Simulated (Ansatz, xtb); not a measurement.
# Relative energy of two isomers of C6H9Br

Structure a: `C=C[C@@H]1CC[C@H]1Br`, a singlet. Structure b: `C=C[C@H]1C[C@H](Br)C1`, a singlet. Both are isolated molecules in the gas phase, relaxed with PBE-D3(BJ)/def2-SVP; the shapes shown needn't be the lowest conformers.

a (Å):

```yaml
atoms:
  - { symbol: C, position_ang: [-1.5964, 2.7717, 0.7075] }
  - { symbol: C, position_ang: [-0.3816, 2.1987, 0.6464] }
  - { symbol: C, position_ang: [-0.0496, 0.9706, -0.1318] }
  - { symbol: C, position_ang: [0.7354, -0.2033, 0.5402] }
  - { symbol: C, position_ang: [1.4924, -0.4287, -0.7950] }
  - { symbol: C, position_ang: [1.1169, 1.0177, -1.1527] }
  - { symbol: Br, position_ang: [0.7012, 1.4653, -3.0139] }
  - { symbol: H, position_ang: [-1.7753, 3.6855, 1.2948] }
  - { symbol: H, position_ang: [-2.4574, 2.3450, 0.1665] }
  - { symbol: H, position_ang: [0.4605, 2.6560, 1.2002] }
  - { symbol: H, position_ang: [-0.9530, 0.5704, -0.6371] }
  - { symbol: H, position_ang: [1.4049, 0.1696, 1.3417] }
  - { symbol: H, position_ang: [0.1307, -1.0394, 0.9414] }
  - { symbol: H, position_ang: [2.5686, -0.6865, -0.7695] }
  - { symbol: H, position_ang: [0.9607, -1.1499, -1.4463] }
  - { symbol: H, position_ang: [1.8950, 1.7427, -0.8439] }
```

b (Å):

```yaml
atoms:
  - { symbol: C, position_ang: [-2.7321, 0.7620, 1.2467] }
  - { symbol: C, position_ang: [-2.1148, -0.2825, 0.6679] }
  - { symbol: C, position_ang: [-0.6313, -0.4614, 0.5743] }
  - { symbol: C, position_ang: [-0.1192, -1.8705, 1.0369] }
  - { symbol: C, position_ang: [-0.0985, -2.2918, -0.4413] }
  - { symbol: C, position_ang: [-0.1118, -0.8137, -0.8636] }
  - { symbol: Br, position_ang: [1.3845, -3.4180, -1.0615] }
  - { symbol: H, position_ang: [-3.8299, 0.8356, 1.2835] }
  - { symbol: H, position_ang: [-2.1573, 1.5838, 1.7061] }
  - { symbol: H, position_ang: [-2.7309, -1.0851, 0.2190] }
  - { symbol: H, position_ang: [-0.1178, 0.3963, 1.0533] }
  - { symbol: H, position_ang: [0.9038, -1.8042, 1.4546] }
  - { symbol: H, position_ang: [-0.7573, -2.4566, 1.7270] }
  - { symbol: H, position_ang: [-1.0119, -2.8352, -0.7473] }
  - { symbol: H, position_ang: [0.9134, -0.4272, -1.0218] }
  - { symbol: H, position_ang: [-0.7441, -0.5352, -1.7293] }
```

Quicker runs give these differences E(b) − E(a): GFN2-xTB +2.47 kJ/mol; HF/STO-3G +4.14 kJ/mol (at GFN2-xTB geometries); r2SCAN-D4/def2-SVP +4.79 kJ/mol (at GFN2-xTB geometries).

Q: Estimate E(b) − E(a) at the level CCSD(T)/def2-SVP + ΔMP2/def2-TZVPP.

A: CCSD(T)/def2-SVP + ΔMP2/def2-TZVPP gives E(b) − E(a) = +6.61 kJ/mol, slightly favouring structure a, which is too small a margin to settle the true order.

The same difference at several levels:

```
                             level             geometry  E(b) − E(a) (kJ/mol)  departure from the last row (kJ/mol)  job, with rough time for the two
                          GFN2-xTB             GFN2-xTB                   +2.47                                 −4.14               optimisation, 1.4 s
                         HF/STO-3G             GFN2-xTB                   +4.14                                 −2.47               single point, 3.2 s
                r2SCAN-D4/def2-SVP             GFN2-xTB                   +4.79                                 −1.82                single point, 17 s
               PBE-D3(BJ)/def2-SVP  PBE-D3(BJ)/def2-SVP                   +6.24                                 −0.38             optimisation, 2.5 min
                       HF/def2-SVP  PBE-D3(BJ)/def2-SVP                   +5.88                                 −0.74           part of the CCSD(T) run
                      MP2/def2-SVP  PBE-D3(BJ)/def2-SVP                   +7.64                                 +1.02           part of the CCSD(T) run
                  CCSD(T)/def2-SVP  PBE-D3(BJ)/def2-SVP                   +6.67                                 +0.05                      single point
CCSD(T)/def2-SVP + ΔMP2/def2-TZVPP  PBE-D3(BJ)/def2-SVP                   +6.61                                                   single point, 9.2 min
```

As drawn, both hold the same kinds of bond in the same numbers.

The largest departure from CCSD(T)/def2-SVP + ΔMP2/def2-TZVPP is that of GFN2-xTB, 4.14 kJ/mol. The last row adds to CCSD(T) the change of the MP2 difference between the two basis sets, here −0.05 kJ/mol.

With thermal terms from frequencies at re-optimised GFN2-xTB minima (ideal gas, soft modes damped towards free rotors, one conformer each, 298.15 K, 1 atm): on the last row, ΔE + ΔZPE = +6.42, ΔH = +6.41, ΔG = +6.86 kJ/mol.

The correlated steps freeze 15 core orbitals; the filled d shell of Br is correlated, in a basis made for valence electrons. Run with Ansatz 0.2.0, xtb 6.7.1; the last row on 2 threads of Intel(R) Xeon(R) Processor @ 2.50GHz (Skylake/Cascade Lake) on a shared host.
